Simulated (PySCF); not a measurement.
Job file and geometry (Å, from GFN2-xTB) of an NMR shielding run on `BC1=CS[C@@H]2CC[C@H]1[C@@H]2B`, C7H12B2S, PySCF 2.14.0, density-fitted response routines, GIAO PBE0/pcSseg-1 NMR shielding, non-relativistic, gas phase; density fitting, a coarse starting grid and PySCF grid level 2 are the driver's defaults:

```
$ OMP_NUM_THREADS=1 python probes_run.py task.json out

{"job": {"kind": "nmr", "xc": "PBE0", "basis": "pcSseg-1"}, "charge": 0, "multiplicity": 1}
B      1.521519     0.858989     2.248178
C      0.946600     0.220517     0.983699
C      1.714379    -0.608847     0.244309
S      1.302101    -1.383867    -1.244252
C     -0.390421    -0.714283    -1.486174
C     -0.326766     0.753714    -1.909347
C     -0.465872     1.562998    -0.605051
C     -0.467103     0.519036     0.525512
C     -1.099479    -0.719907    -0.133449
B     -1.089076    -2.064121     0.681458
H      2.607847     0.594944     2.594010
H      0.883066     1.624647     2.861711
H      2.719703    -0.858362     0.547562
H     -0.845111    -1.363089    -2.234335
H     -1.143223     0.979009    -2.598087
H      0.608910     0.971761    -2.424233
H      0.347972     2.276702    -0.478675
H     -1.404540     2.119483    -0.602353
H     -1.049490     0.863909     1.380793
H     -2.160219    -0.487644    -0.318877
H     -1.189738    -2.037491     1.845106
H     -1.031471    -3.088712     0.121647
```

**Question.** What does the program print?

**Answer.** 
```
coarse grid: 18840 points
cycle   1  E = -721.0841286737  dE =  1.371e+00  |g| = 4.265e-01  |ddm| = 4.365e+00
cycle   2  E = -721.0324538899  dE =  5.167e-02  |g| = 6.103e-01  |ddm| = 1.153e+00
cycle   3  E = -721.1358649841  dE = -1.034e-01  |g| = 1.228e-01  |ddm| = 8.357e-01
cycle   4  E = -721.1396634363  dE = -3.798e-03  |g| = 4.163e-02  |ddm| = 1.706e-01
cycle   5  E = -721.1400505421  dE = -3.871e-04  |g| = 1.324e-02  |ddm| = 5.316e-02
cycle   6  E = -721.1400924696  dE = -4.193e-05  |g| = 4.239e-03  |ddm| = 1.959e-02
cycle   7  E = -721.1400967528  dE = -4.283e-06  |g| = 9.117e-04  |ddm| = 4.197e-03
final grid: 177088 points
cycle   8  E = -721.2021411268  dE = -5.814e-05  |g| = 9.915e-03  |ddm| = 4.760e-02
cycle   9  E = -721.2021101014  dE =  3.103e-05  |g| = 1.475e-02  |ddm| = 2.692e-02
cycle  10  E = -721.2021667314  dE = -5.663e-05  |g| = 1.386e-03  |ddm| = 1.845e-02
cycle  11  E = -721.2021671922  dE = -4.608e-07  |g| = 5.306e-04  |ddm| = 2.117e-03
cycle  12  E = -721.2021672602  dE = -6.799e-08  |g| = 1.384e-04  |ddm| = 6.419e-04
cycle  13  E = -721.2021672649  dE = -4.744e-09  |g| = 5.174e-05  |ddm| = 1.880e-04
cycle  14  E = -721.2021672656  dE = -7.226e-10  |g| = 1.035e-05  |ddm| = 6.294e-05
converged SCF energy = -721.2021672656

GIAO shielding tensors (ppm)
atom      isotropic    diamagn.    paramagn.     s11        s22        s33       span
  0 B       35.554     192.253    -156.698     -7.731     -1.681    116.075    123.807
  1 C       24.693     252.957    -228.264    -74.239    -23.972    172.289    246.528
  2 C       19.238     257.417    -238.179    -93.358      8.587    142.485    235.843
  3 S      321.375    1056.339    -734.964    110.347    400.993    452.785    342.438
  4 C      133.415     251.891    -118.476    113.752    135.400    151.091     37.339
  5 C      141.177     247.993    -106.816    112.732    139.470    171.329     58.597
  6 C      142.385     246.844    -104.459    110.475    147.698    168.981     58.506
  7 C      136.663     243.896    -107.232    114.107    140.893    154.990     40.882
  8 C      138.357     250.229    -111.872    109.288    135.606    170.177     60.889
  9 B       11.281     190.180    -178.899    -57.066    -35.557    126.465    183.531
 10 H       25.593      29.389      -3.796     20.555     27.604     28.618      8.063
 11 H       25.336      30.253      -4.918     19.386     27.323     29.298      9.911
 12 H       24.198      30.791      -6.593     21.971     23.246     27.376      5.404
 13 H       28.102      32.380      -4.277     23.568     26.340     34.400     10.832
 14 H       29.221      29.851      -0.630     23.552     27.394     36.718     13.166
 15 H       29.212      29.834      -0.622     25.316     28.096     34.224      8.908
 16 H       29.573      30.110      -0.537     25.992     27.932     34.796      8.804
 17 H       29.367      30.699      -1.332     23.436     27.685     36.980     13.544
 18 H       27.955      33.250      -5.295     24.007     24.999     34.858     10.851
 19 H       29.592      31.760      -2.169     24.716     28.736     35.323     10.607
 20 H       23.953      29.331      -5.378     15.942     26.412     29.504     13.563
 21 H       23.621      29.562      -5.941     15.291     26.071     29.503     14.212
```

Size and cost of the density-fitted run: 237 basis functions, 2.4 min wall time on 1 thread of an Arm Neoverse N1, shared host; peak memory 1.1 GiB.
